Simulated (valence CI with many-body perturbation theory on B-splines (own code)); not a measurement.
# Hyperfine factors and g values of Nd²⁹⁺

Computed by relativistic CI+MBPT: three valence electrons over a frozen Dirac-Fock core [Ar] 3d10, radial functions for each j: 11 s, 11 p, 10 d, 8 f, 5 g, 2 h, with the one-electron correlation potential Σ1 (screened to all orders), the two-electron term Σ2, the three-electron term Σ3, Breit, model QED; selected single and double excitations, second order for the rest, scaled by the run's own slope (own B-spline code, finite nucleus).

No measured spectrum was set against this ion. As an estimate, large intervals hold to a few tenths of a per cent, small ones and those within an open d or f shell to about a per cent.

A/g_I is the dipole constant over the nuclear g factor μ/I (μ in nuclear magnetons, uniformly magnetised nucleus), B/Q the quadrupole constant per barn. Both hold the static response of the core; the bare values leave it out. Large factors of s and p1/2 electrons are usually good to 5 to 10 %; those of open d and f shells near neutrality can be off by tens of per cent, and small factors of p3/2, d and f electrons come from cancelling terms and can be off by a factor of two or in sign, in half-filled shells by more. B is blank for J = 1/2, where it vanishes, and for nearly pure S terms. Energies count from the lowest level.

Levels are named by their leading jj configuration (3d3/2^4 stands for four electrons in 3d with j = 3/2), which in mixed levels can hold well under half, so a name can repeat and another be missing. Letters in brackets count levels of one name in rising energy.

| Level | E (cm⁻¹) | g | A/g_I (MHz) | A/g_I bare | B/Q (MHz/b) | B/Q bare |
| --- | --- | --- | --- | --- | --- | --- |
| (4s^2 4p1/2) J=1/2 | 0 | 0.662 | 169000 | 162000 |  |  |
| (4s^2 4p3/2) J=3/2 | 253480 | 1.331 | 24900 | 23800 | 47500 | 45500 |
| (4s 4p1/2^2) J=1/2 | 507350 | 2.370 | 494000 | 474000 |  |  |
| (4s 4p1/2 4p3/2) J=3/2 [a] | 696060 | 1.686 | 136000 | 130000 | 38600 | 36900 |
| (4s 4p1/2 4p3/2) J=5/2 | 741110 | 1.404 | 155000 | 149000 | 17000 | 16300 |
| (4s 4p1/2 4p3/2) J=3/2 [b] | 810130 | 0.927 | -4580 | -4350 | 42200 | 40500 |
| (4s 4p1/2 4p3/2) J=1/2 | 837110 | 1.167 | -117000 | -112000 |  |  |
| (4s 4p3/2^2) J=5/2 | 975340 | 1.389 | 126000 | 121000 | 25300 | 24300 |
| (4s 4p3/2^2) J=3/2 | 1090200 | 1.193 | -55200 | -52800 | -26100 | -25000 |
| (4s 4p3/2^2) J=1/2 | 1091100 | 1.793 | 534000 | 513000 |  |  |
| (4s^2 4d3/2) J=3/2 | 1173300 | 0.852 | -7920 | -7310 | 10400 | 10000 |
| (4s^2 4d5/2) J=5/2 | 1214500 | 1.201 | 13800 | 13500 | 15100 | 14600 |
| (4p1/2^2 4p3/2) J=3/2 | 1335200 | 1.340 | 20600 | 20100 | 42900 | 41100 |
| (4p1/2 4p3/2^2) J=3/2 | 1536000 | 1.186 | -20600 | -19500 | -1690 | -1580 |
| (4p1/2 4p3/2^2) J=5/2 | 1541600 | 1.169 | 77600 | 74500 | -11100 | -10600 |
| (4s 4p1/2 4d3/2) J=3/2 [a] | 1559700 | 0.734 | -39200 | -37500 | 12400 | 11900 |
| (4s 4p1/2 4d3/2) J=5/2 | 1597000 | 1.070 | 76200 | 73400 | 5860 | 5680 |
| (4p1/2 4p3/2^2) J=1/2 | 1624900 | 0.662 | 163000 | 156000 |  |  |
| (4s 4p1/2 4d3/2) J=3/2 [b] | 1658300 | 1.343 | 78400 | 75800 | 6990 | 6710 |
| (4s 4p1/2 4d3/2) J=1/2 | 1659100 | 0.353 | -206000 | -197000 |  |  |
| (4s 4p1/2 4d5/2) J=5/2 [a] | 1660100 | 1.437 | 84500 | 81500 | 11200 | 10800 |
| (4s 4p1/2 4d5/2) J=7/2 | 1663400 | 1.257 | 98100 | 94400 | -141 | -25.4 |
| (4s 4p1/2 4d5/2) J=5/2 [b] | 1735600 | 0.954 | 10600 | 10400 | 26600 | 25600 |
| (4s 4p1/2 4d5/2) J=3/2 | 1762700 | 0.997 | -49200 | -46900 | 10200 | 9880 |
| (4p3/2^3) J=3/2 | 1817100 | 1.297 | 32900 | 31800 | -35000 | -33600 |
| (4s 4p3/2 4d5/2) J=9/2 | 1845200 | 1.331 | 72300 | 69600 | 58000 | 55600 |
| (4s 4p3/2 4d3/2) J=5/2 [a] | 1855300 | 1.283 | 87300 | 83900 | 7030 | 6710 |
| (4s 4p3/2 4d3/2) J=1/2 [a] | 1855600 | 2.361 | 289000 | 277000 |  |  |
| (4s 4p3/2 4d3/2) J=3/2 [a] | 1862200 | 1.461 | 78800 | 76000 | -11700 | -11300 |
| (4s 4p3/2 4d3/2) J=7/2 | 1863100 | 1.337 | 82700 | 79600 | 20600 | 19700 |
| (4s 4p3/2 4d5/2) J=5/2 [a] | 1914900 | 1.328 | 109000 | 105000 | -23300 | -22300 |
| (4s 4p3/2 4d3/2) J=3/2 [b] | 1923000 | 0.985 | -28700 | -27300 | -23000 | -22000 |
| (4s 4p3/2 4d3/2) J=5/2 [b] | 1962900 | 0.904 | -26400 | -25100 | 34100 | 32700 |
| (4s 4p3/2 4d5/2) J=7/2 [a] | 1967100 | 1.147 | 800 | 997 | 57000 | 54700 |
| (4s 4p3/2 4d5/2) J=7/2 [b] | 1979200 | 1.201 | 50900 | 49100 | 26300 | 25200 |
| (4s 4p3/2 4d3/2) J=1/2 [b] | 1993400 | 0.606 | -4850 | -4230 |  |  |
| (4s 4p3/2 4d5/2) J=1/2 | 2031200 | 0.672 | -96400 | -91900 |  |  |
| (4s 4p3/2 4d5/2) J=3/2 | 2052800 | 1.313 | 98300 | 94900 | 13400 | 12900 |
| (4s 4p3/2 4d3/2) J=3/2 [c] | 2057400 | 1.056 | 30500 | 29400 | -35300 | -33800 |
| (4s 4p3/2 4d5/2) J=5/2 [b] | 2060700 | 1.147 | -38900 | -36900 | -22500 | -21500 |

Problem. Take the isotope of mass number 143, with I = 7/2, μ = -1.065 μN and Q = -0.61 b. What is the hyperfine structure of (4s 4p1/2 4p3/2) J=3/2 [b]?

Solution. From the table A = 1390 MHz, B = -25800 MHz. Shifts from the centre of gravity in MHz: F = 2: -23200, F = 3: -605, F = 4: 12300, F = 5: 848.
